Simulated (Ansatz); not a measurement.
Start from `[SiH3][Sn]([Cl])([Cl])[Cl]` and change one atom or group to get `[SH][Sn]([Cl])([Cl])[Cl]`.

Ansatz, PBE0-D4/def2-TZVP geometries, multiplicity 1. Each molecule was computed in one conformer, which needn't be the lowest.

Elements past krypton have def2 core potentials.

| property | `[SiH3][Sn]([Cl])([Cl])[Cl]` |
| --- | --- |
| HOMO energy (ωB97M-V/def2-TZVPP) / eV | -10.67 |
| HOMO energy (PBE/def2-TZVPP) / eV | -7.49 |
| LUMO energy (ωB97M-V/def2-TZVPP) / eV | -0.26 |
| HOMO–LUMO gap (PBE0/def2-TZVPP) / eV | 6.49 |
| HOMO–LUMO gap (PBE/def2-TZVPP) / eV | 4.44 |
| size of the dipole moment (ωB97M-V/def2-TZVPP) / D | 4.03 |

Question: What does the change do to each property? (Estimate.)

Answer: Ansatz gave: 
```json
{"property": "HOMO energy (ωB97M-V/def2-TZVPP) / eV", "`[SH][Sn]([Cl])([Cl])[Cl]`": "-10.69", "shift": "-0.02"}
{"property": "HOMO energy (PBE/def2-TZVPP) / eV", "`[SH][Sn]([Cl])([Cl])[Cl]`": "-7.19", "shift": "0.30"}
{"property": "LUMO energy (ωB97M-V/def2-TZVPP) / eV", "`[SH][Sn]([Cl])([Cl])[Cl]`": "-0.83", "shift": "-0.57"}
{"property": "HOMO–LUMO gap (PBE0/def2-TZVPP) / eV", "`[SH][Sn]([Cl])([Cl])[Cl]`": "5.62", "shift": "-0.87"}
{"property": "HOMO–LUMO gap (PBE/def2-TZVPP) / eV", "`[SH][Sn]([Cl])([Cl])[Cl]`": "3.46", "shift": "-0.98"}
{"property": "size of the dipole moment (ωB97M-V/def2-TZVPP) / D", "`[SH][Sn]([Cl])([Cl])[Cl]`": "1.72", "shift": "-2.31"}
```

With PBE0 the HOMO rises by 0.20 eV and the LUMO falls by 0.67 eV, so the gap narrows by about 0.87 eV. PBE moves the HOMO by 0.30 eV and ωB97M-V by -0.02 eV. The zero-point energy changes by -40.9 kJ/mol with -6 modes. Dipoles are sizes alone; their direction can turn.
